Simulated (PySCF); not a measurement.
## Radial density of Sr (strontium, neutral)

BLYP, [Kr] 4d1 5s1, high-spin 3D determinant (an excited configuration). All numbers are calculated (PySCF 2.14, scalar relativity by spin-free X2C-1e, in x2c-TZVPPall).

| r (bohr) | 4πr²ρ (e/bohr) | 4πr²(ρα − ρβ) |
| --- | --- | --- |
| 0.0417 | 42.58 | -0.0003 |
| 0.0701 | 42.10 | 0.0007 |
| 0.118 | 57.50 | 0.0103 |
| 0.198 | 39.28 | 0.0168 |
| 0.334 | 38.76 | 0.0425 |
| 0.561 | 29.13 | 0.0043 |
| 0.944 | 8.269 | 0.0797 |
| 1.59 | 5.727 | 0.1761 |
| 2.67 | 1.188 | 0.4068 |
| 4.49 | 0.4224 | 0.4119 |
| 7.56 | 0.07075 | 0.0707 |
| 12.7 | 0.0007350 | 0.0007 |

Densities and radii are taken from the X2C orbitals without a picture-change correction, which distorts them close to the nucleus.
